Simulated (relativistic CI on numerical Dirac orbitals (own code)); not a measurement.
Calculated at this level of theory: Dirac-Coulomb-Breit CI, KLI orbitals optimised for each configuration, model QED (radiative potential, 1s self-energy scaled to tabulated hydrogen-like ionisation energies), unscaled Slater integrals (own radial code, finite nucleus).

The strongest absorption lines from the ground level of an ion, among the configurations computed and to levels below about 1010 eV (vacuum wavelength in nm, gf): 1.6965 (0.13), 1.7024 (0.035), 2.1746 (0.006), 2.2249 (0.0044), 2.3490 (0.35), 2.3674 (0.16), 16.536 (0.61), 25.439 (0.015).

Task: Which ion is it?
A. Br23+
B. As21+
C. Br25+
D. Ga19+

Result: A. Br23+ has 12 electrons and the ground level 3s2 1S_0; the strongest line goes to 3s 3p 1P°_1. The pattern of lines fixes the number of electrons, and along that sequence the line energies rise steadily with the charge (about as its square where n changes within one kind of shell, about linearly where n is kept but much faster in heavy ions where fine structure, which grows about as Z⁴, sets the gap, and irregularly where shells cross), which fixes Z. Configurations outside the model, such as inner-shell arrays, can give stronger lines. At this charge energies of transitions that change n are usually good to better than 1 %, and those within a shell (Δn = 0) to a few per cent.

LS names give the leading component of a level, which can be under half, so a name can repeat, a term be missing and a line seem to break the LS rules.
